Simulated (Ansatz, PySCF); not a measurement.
In(Cl)2(vinyl) (C₂H₃Cl₂In), SMILES C=[CH][In]([Cl])[Cl]. Atoms are numbered in the order given.

```xyz
8

In    -0.1760     0.0099     0.0000
Cl    -0.9163     2.2467     0.0000
Cl     2.1777    -0.2164     0.0000
C     -1.3655    -1.7628     0.0000
C     -0.7717    -2.9616     0.0000
H     -2.4570    -1.6734     0.0000
H     -1.3573    -3.8900     0.0000
H      0.3175    -3.0795     0.0000
```
Charge 0, spin multiplicity 1.

Coordinates come from a B3LYP-D3(BJ)/def2-SVP optimisation. The structure was generated by enumeration; whether it is a known compound was not checked. The def2 effective core potentials stand for the cores of In; spin–orbit coupling is left out. Other conformers were not sampled.

Two levels are set side by side: PBE-D3(BJ)/def2-SVP (Ansatz, a first-principles code) and B3LYP-D3(BJ)/def2-SVP (Ansatz). Each level has its own optimised geometry; the coordinates shown are those of the second. Frequencies come from the Hessian of PySCF at each geometry. Differences are taken from unrounded values.

| quantity | B3LYP-D3(BJ) | PBE-D3(BJ) | PBE-D3(BJ) minus B3LYP-D3(BJ) |
|---|---|---|---|
| mean bond length (Å) | 1.640 | 1.647 | 0.007 |
| bond In1–Cl2 (Å) | 2.356 | 2.361 | 0.005 |
| bond In1–Cl3 (Å) | 2.365 | 2.370 | 0.005 |
| bond In1–C4 (Å) | 2.135 | 2.139 | 0.005 |
| bond C4–C5 (Å) | 1.338 | 1.345 | 0.007 |
| bond C4–H6 (Å) | 1.095 | 1.103 | 0.008 |
| bond C5–H7 (Å) | 1.098 | 1.106 | 0.008 |
| bond C5–H8 (Å) | 1.096 | 1.104 | 0.008 |
| highest harmonic wavenumber (cm⁻¹) | 3201 | 3137 | -63 |
| mean harmonic wavenumber (cm⁻¹) | 1059 | 1030 | -29 |
| zero-point energy (kcal/mol) | 27.26 | 26.52 | -0.75 |

GGA bonds tend to be longer and softer than those of functionals with exact exchange. Differences between two approximate levels are no errors against the true value.
